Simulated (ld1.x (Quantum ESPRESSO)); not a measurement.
## rhodium (Rh): from the effect back to the setting (PAW)

Base potential:

Rh, PAW, made with ld1.x (Quantum ESPRESSO) 7.5 (PBE, scalar-relativistic). Core [Ar] 3d10 4s2, reference 4p6 4d8 5s1 5p0. Waves: 5s (bound): rcut 2.40, rcutus 3.05 bohr; 5s channel at 1.1 Ry: rcut 2.40, rcutus 3.05 bohr; 4p (bound): rcut 1.45, rcutus 1.65 bohr; 5p (bound, empty): rcut 1.45, rcutus 1.65 bohr; 4d (bound): rcut 1.70, rcutus 1.80 bohr; 4d channel at 0.7 Ry: rcut 1.70, rcutus 1.80 bohr. Local part: all-electron potential smoothed inside 2.50 bohr (lloc = -2). Core correction: Bessel-smoothed model core, default radius (core density twice the valence density). Augmentation charge: BESSEL, radius 1.25 bohr.

Cutoffs, loose and tight: the cutoffs (Ry, on a coarse ladder) from which the occupation-weighted sum of valence levels, in a spherical-Bessel basis at the reference potential, stays within 10 and 1 mRy of its value at 400 Ry. They do not see the model core or the augmentation charge, which bear on the density cutoff. Test errors are all-electron minus pseudo excitation energies from the reference, over the configurations 4p6 4d8 5s0 5p0; 4p6 4d7 5s0 5p0; 4p6 4d6 5s0 5p0; 4p6 4d8.5 5s0.5 5p0; 4p6 4d7 5s1 5p0; 4p6 4d8 5s0 5p1; 4p6 4d9 5s0 5p0; variants that change the core or the reference have their own tests.

Only the scale of all radii but the core radius (base = 1) is moved (2 further runs of the sweep failed or gave no value and are left out):

| scale of all radii but the core radius (base = 1) | cutoff, loose | cutoff, tight | bound ghosts | largest test error (meV) |
| --- | --- | --- | --- | --- |
| 0.93 | 40 Ry | 70 Ry | none | -44 |
| 1.01 | 35 Ry | 60 Ry | none | -4.6 over the solved tests; 1 of 7 tests not solved or not reliable |
| 1.09 | 30 Ry | 50 Ry | none | +6.9 over the solved tests; 3 of 7 tests not solved or not reliable |
| 1.31 | 18 Ry | 35 Ry | none | test run stopped at test 4 of 7 (negative rho), 3 before it not solved |
| 1.37 | 18 Ry | 30 Ry | none | test run stopped at test 3 of 7 (negative rho), 1 before it not solved |

Task: One more run gave cutoff, loose: 25 Ry; cutoff, tight: 40 Ry; bound ghosts: none; largest test error (meV): test run stopped at test 4 of 7 (negative rho), 3 before it not solved. Which value of the scale of all radii but the core radius (base = 1) was used?

Result: 1.22. The tight cutoff moves one way along this sweep, from 70 Ry at 0.93 to 30 Ry at 1.37, which places the run between 1.09 and 1.31.
